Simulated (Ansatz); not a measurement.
```yaml
crystal:
  periodic: [true, true, true]
  atoms:
    - {symbol: C, position_ang: [-1.706206, -0.122102, 0.734477]}
    - {symbol: C, position_ang: [-0.134274, -0.579045, 0.318007]}
    - {symbol: C, position_ang: [0.652224, -0.504564, 1.472358]}
    - {symbol: C, position_ang: [-0.077711, -1.581720, -0.387436]}
    - {symbol: O, position_ang: [0.330175, 0.622466, -0.548399]}
    - {symbol: Hf, position_ang: [1.053444, 1.949520, -1.578662]}
    - {symbol: F, position_ang: [0.510547, 3.692507, -0.682607]}
    - {symbol: F, position_ang: [2.818878, 1.642045, -1.969784]}
    - {symbol: F, position_ang: [-0.011761, 2.071176, -3.232598]}
    - {symbol: H, position_ang: [-1.563799, 0.925886, 1.142235]}
    - {symbol: H, position_ang: [-2.255880, -0.012044, -0.185017]}
    - {symbol: H, position_ang: [-2.139704, -0.907481, 1.228176]}
    - {symbol: H, position_ang: [0.475641, 0.547799, 2.077566]}
    - {symbol: H, position_ang: [0.240729, -1.224539, 2.189431]}
    - {symbol: H, position_ang: [1.662404, -0.858488, 1.336079]}
    - {symbol: H, position_ang: [-0.709486, -1.516091, -1.395843]}
    - {symbol: H, position_ang: [-0.459468, -2.503764, -0.022026]}
    - {symbol: H, position_ang: [0.825179, -2.055443, -0.792082]}
basis:
  gaussian: {orbitals: ANO-RCC-VTZP, point_charges: [{charge: 2.00, position_ang: [7.485, -0.075, -0.393]}]}
hamiltonian: {xc: {name: wPBEh}}
output: {forces: true}
```

```sh
$ ansatz run in.yaml --threads 4 --pin off --events-out ev --progress --plain --max-ram 66560MiB --backend cuda --devices 0, --max-vram 37GiB
```

Output, abridged:

```
Error: YAML parse error: error: line 2 column 3: crystal: missing field `lattice` (a structure is typed as `lattice` and `atoms`, a molecule's as `atoms` in Å alone, or read from a run's directory, `checkpoint`)
 --> <input>:2:3
1 | crystal:
2 |   periodic: [true, true, true]
3 |   atoms:
4 |     - {symbol: C, position_ang: [-1.706206, -0.122102, 0.734477]}
```

Task: What is wrong with this run?

Result: The molecule is marked periodic without a cell. The program refused the input.
